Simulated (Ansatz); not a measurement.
Geometry optimisation, Ansatz, RKS PBE-D4/def2-SVP.

input.yaml

```yaml
crystal:
  periodic: [false, false, false]
  atoms:
    - { symbol: Al, position_ang: [-0.8241, -0.7299, -0.656] }
    - { symbol: Cl, position_ang: [0.8424, -0.5079, -2.6418] }
    - { symbol: "N", position_ang: [0.2902, 0.4095, 0.0582] }
    - { symbol: C, position_ang: [0.8233, 1.0083, 1.2541] }
    - { symbol: H, position_ang: [1.0079, 0.2284, -1.0523] }
    - { symbol: O, position_ang: [-2.1433, -1.6867, -0.765] }
    - { symbol: H, position_ang: [1.1846, 2.014, 1.0194] }
    - { symbol: H, position_ang: [0.0463, 1.1016, 2.0151] }
    - { symbol: H, position_ang: [1.651, 0.4321, 1.6798] }
    - { symbol: H, position_ang: [-2.8782, -2.2693, -0.9116] }
basis:
  gaussian: { orbitals: def2-SVP }
hamiltonian:
  xc: pbe
  dispersion: d4
relax:
  f_tol: 0.15
  max_steps: 25
  restrain:
    - { distance: [4, 1], at: 1.33, k: 30.0 }
    - { distance: [0, 1], at: 3.53, k: 30.0 }
    - { distance: [4, 2], at: 2.32, k: 30.0 }
output:
  orbitals: {}
```

Launched with:

```bash
$ ansatz run input.yaml --threads 2 --pin off --max-ram 3072MiB --backend cpu --events-out ev --progress --plain --runs-dir out
```

Q: Where does it end, and by what steps?

A: The forces met the threshold. The restraints hold the end off the free minimum. After 21 steps the energy has risen by 1.517 eV (the restraints' own energy left out); H10 moved furthest, 0.91 Å. Joined: Cl2–H5 (1.76 → 1.33 Å).

```tsv
step	energy less start (eV)	largest force component (eV/Å)	accepted
0	0.0000	2.798	yes
1	1.2192	3.319	yes
2	1.7869	3.766	yes
3	1.8298	2.380	yes
4	1.6832	0.670	yes
5	1.6765	0.522	yes
6	1.6345	0.430	yes
7	1.6290	0.381	yes
8	1.6147	0.316	yes
9	1.6101	0.323	yes
10	1.5993	0.325	yes
11	1.5900	0.444	yes
12	1.5724	0.373	yes
13	1.6067	1.894	no
14	1.5511	0.301	yes
15	1.5406	0.723	yes
16	1.5222	0.299	yes
17	1.5381	0.327	no
18	1.5201	0.321	yes
19	1.5221	0.382	no
20	1.5187	0.327	yes
21	1.5174	0.332	yes
```

```xyz
10
Properties=species:S:1:pos:R:3
Al -1.055 -0.922 0.084
Cl 0.888 -0.610 -2.840
N 0.005 0.321 0.443
C 0.794 1.073 1.360
H 0.929 -0.045 -1.640
O -2.200 -1.931 -0.668
H 1.072 2.055 0.907
H 0.276 1.316 2.318
H 1.757 0.578 1.636
H -2.467 -1.835 -1.599
```

Run time: 38 s on 2 threads of AMD EPYC 7B13 (Zen 3), on a shared host, peak memory 0.2 GiB.
